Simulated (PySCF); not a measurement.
A PySCF script (with the pyscf-properties extension) for the NMR shieldings of SMILES CO[Si@@H]1C[C@@H](C#N)[SiH2]N1, C₄H₁₀N₂OSi₂, on a GFN2-xTB geometry:

```python
import basis_set_exchange as bse
import numpy as np
from pyscf import gto, dft
from pyscf.prop import nmr

atoms = """
C     3.174271    0.769330   -0.030065
O     1.979552    0.235784   -0.522143
Si    0.849219   -0.612987    0.267305
C    -0.527841   -0.976693   -0.977907
C    -1.661418    0.044750   -0.784615
C    -2.900744   -0.462539   -1.272045
N    -3.901929   -0.891960   -1.629006
Si   -1.776090    0.520368    1.072291
N    -0.095490    0.302291    1.407405
H     2.971485    1.570928    0.683352
H     3.737885    1.170505   -0.872792
H     3.766698   -0.002194    0.466348
H     1.426130   -1.773317    0.950246
H    -0.915626   -1.975051   -0.775366
H    -0.190679   -0.975418   -2.013792
H    -1.426198    0.952367   -1.349538
H    -2.171069    1.918447    1.251116
H    -2.630744   -0.396129    1.829439
H     0.282782    0.590768    2.292305
"""
names = dict.fromkeys(["C", "O", "Si", "N", "H"], "pcSseg-1")
basis = {el: gto.basis.parse(bse.get_basis(n, elements=[el], fmt="nwchem")) for el, n in names.items()}
mol = gto.M(atom=atoms, basis=basis, charge=0, verbose=0)
mf = dft.RKS(mol, xc="PBE0")
mf.grids.level = 2
mf.grids.alignment = dft.numint.BLKSIZE   # the property module wants whole blocks of grid points
mf.conv_tol = 1e-9
mf.kernel()

calc = nmr.RKS(mf)   # GIAO
C = mf.mo_coeff
Co = C[:, mf.mo_occ > 0]
resp = mf.gen_response(singlet=True, hermi=2)
def vind(x):   # induced exchange potential for any number of trial vectors
    d = np.einsum("pi,xij,qj->xpq", C, 2 * x.reshape(-1, C.shape[1], Co.shape[1]), Co, optimize=True)
    return np.einsum("xpq,pi,qj->xij", resp(d - d.transpose(0, 2, 1)), C, Co, optimize=True).ravel()
mo1, _ = nmr.rhf.solve_mo1(calc, with_cphf=vind)
sigma = calc.kernel(mo1)
for i, s in enumerate(sigma):   # ppm
    print("%2d %-2s %9.2f" % (i, mol.atom_pure_symbol(i), np.trace(s) / 3))
```

Problem. What does it print?

Solution. 
```
 0 C     134.51
 1 O     292.92
 2 Si    361.81
 3 C     170.17
 4 C     179.98
 5 C      59.79
 6 N     -25.60
 7 Si    368.59
 8 N     229.36
 9 H      27.92
10 H      27.69
11 H      28.01
12 H      26.50
13 H      30.92
14 H      30.12
15 H      29.62
16 H      26.61
17 H      26.82
18 H      31.06
```

These numbers come from an equivalent density-fitted implementation of the same equations, which agrees with the script to about 0.01 ppm for H and up to a few tenths of a ppm for heavy atoms, so last digits may differ.

Problem. Turn these shieldings into chemical shifts. Shifts are taken against calculated references (same method and geometry level): 13C (186.93 ppm) and 29Si (349.16 ppm) and 1H (31.72 ppm) against TMS; 17O (336.08 ppm) against H2O; NH3 for 15N (267.73 ppm).

Solution. Averaging equivalent atoms: C 5: 127.1; C 0: 52.4; C 3: 16.8; C 4: 6.9; O 1: 43.2; Si 2: -12.6; Si 7: -19.4; N 6: 293.3; N 8: 38.4; H 12: 5.22; H 16: 5.11; H 17: 4.90; H 9/10/11: 3.84; H 15: 2.10; H 14: 1.59; H 13: 0.80; H 18: 0.65 ppm. Experimental scales use liquid or dissolved standards, which lie at an offset from isolated NH3 (liquid NH3: subtract about 20 ppm) and H2O (liquid H2O: subtract about 36 ppm). Unscaled 15N shifts of sp2 nitrogen come out 20 to 40 ppm too high even then.

Size and cost of the density-fitted run: 217 basis functions, 52 s wall time on 1 thread of an Arm Neoverse V1, shared host; peak memory 1.1 GiB.
